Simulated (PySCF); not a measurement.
Simulation results for AlBFH₅Si

All values are calculated (PySCF 2.14.0). Calculation on a computer-drawn molecule: the log of a Hartree-Fock and frozen-core CCSD(T) single point meant for a local Hartree-Fock minimum, with one planted fault or none, to be diagnosed. Offsets are logged minus clean, where the clean run is the same molecule without the fault. The reference is restricted for singlets and unrestricted otherwise, and also for a bond in bohr or an excited solution. Adding or removing an electron swaps singlet and doublet. The excited solution moves the top pair (singlet) or top alpha electron (doublet) to the lowest empty orbital. Highest occupied and lowest empty are orbital energies over both spins, largest force is the largest gradient component, triples share is (T) over the correlation energy, the T1 limit is 0.02 restricted and 0.045 unrestricted, electrons count all cores, a negative frequency is imaginary (commonest isotopes), and the dipole is about the centre of nuclear charge.

### AlBFH₅Si

Logged structure:
```xyz
9
AlBFH5Si
F      2.1025    -0.0252     0.2512
Al     1.2366     1.3927     0.2284
B     -0.7545     1.3295     1.0045
Si    -2.4784     0.9185    -0.0116
H      1.9784     2.6414    -0.3836
H     -0.9291     1.5729     2.1719
H     -3.2050    -0.1935     0.6527
H     -3.3385     2.1312     0.0135
H     -2.2652     0.5434    -1.4325
```

```
meant charge                      : 0
meant multiplicity                : 1
meant basis                       : cc-pV(D+d)Z
logged electrons                  : 46
logged basis functions            : 33
logged SCF converged              : yes
logged spin squared               : 0
logged highest occupied           : -7.3382 eV
logged lowest empty               : 6.5803 eV
logged largest force              : 0.033586 hartree/bohr
logged T1 diagnostic              : 0.013558
logged D1 diagnostic              : 0.050976
logged triples share              : 0.02712
logged CC converged               : yes
logged dipole magnitude           : 0.89129 debye
logged SCF stable within its kind : yes
logged energy HF                  : -649.93111 hartree
logged energy CCSD(T)             : -650.09781 hartree
possible faults                   : no fault, one electron removed, one electron added, multiplicity raised by two, geometry at a saddle point, SCF held on an excited solution, minimal basis STO-3G, one bond length entered in bohr, all coordinates scaled
```

Drawn bonds:
| atom | other atom | order |
| --- | --- | --- |
| 1 | 2 | 1 |
| 2 | 3 | 1 |
| 3 | 4 | 1 |
| 2 | 5 | 1 |
| 3 | 6 | 1 |
| 4 | 7 | 1 |
| 4 | 8 | 1 |
| 4 | 9 | 1 |

Questions
1. Give the missing planted fault for AlBFH₅Si.

Answers
1. minimal basis STO-3G

Further results for AlBFH₅Si:

```
HF energy offset from clean run      : 5014 kcal/mol
CCSD(T) energy offset from clean run : 5219 kcal/mol
```
